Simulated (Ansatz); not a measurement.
`B[SiH2]OCC` + H₂S → `BS` + `CCO[SiH3]` at 400 K and 1 bar (cleavage of the B–Si bond).

Gas-phase electronic energies from Ansatz, PBE0-D4/def2-TZVP geometries. CBS: MP2 limit from def2 TZ/QZ plus the TZ coupled-cluster correction, frozen cores. This one scheme is used for every species. One conformer a species, not always the lowest.

| species | CCSD(T)/CBS energy (Eh) | H − E (kJ/mol) | S (J/(mol·K)) |
| --- | --- | --- | --- |
| `B[SiH2]OCC` | -470.55751 | 320.2 | 411.1 |
| H₂S | -398.97279 | 53.4 | 215.9 |
| `BS` | -424.38198 | 95.9 | 260.4 |
| `CCO[SiH3]` | -445.19614 | 281.3 | 362.0 |

H − E and S are ideal-gas, rigid-rotor, harmonic terms from PBE0-D4/def2-TZVP, for one conformer and one mirror image of each species. 1 Eh = 2625.50 kJ/mol, R = 8.31446 J/(mol·K).

**Question.** By hand: ΔE, ΔH, ΔS and ΔG.

**Answer.** ΔE = (-424.38198) + (-445.19614) − (-470.55751) − (-398.97279) = -0.04782 Eh = -125.6 kJ/mol. Δ(H − E) = 95.9 + 281.3 − 320.2 − 53.4 = 3.6, so ΔH = -122.0 kJ/mol. ΔS = 260.4 + 362.0 − 411.1 − 215.9 = -4.6 J/(mol·K). ΔG = -122.0 − 400 × (-4.6)/1000 = -120.2 kJ/mol.

**Question.** By hand: the equilibrium constant, and the temperature at which ΔG would vanish if ΔH and ΔS stayed fixed.

**Answer.** log₁₀ K = −ΔG/(RT ln 10) = 15.7. ΔG = 0 at ΔH/ΔS = 26522 K, far beyond where these terms or the molecules hold.

The number of gas molecules stays the same, so ΔS is small and ΔH decides. A doubt of 5 kJ/mol in ΔE shifts log₁₀ K by 0.7 here. Other conformers and mirror images would add mixing entropy, several J/(mol·K) or more a flexible species. Modes under 60 cm⁻¹, often nearly free rotors, make the harmonic entropy too high. These are equilibria of isolated gas molecules and say nothing of rates. Largest T1 diagnostic: 0.015 (customary marks: 0.02 for closed shells, 0.045 for open ones).
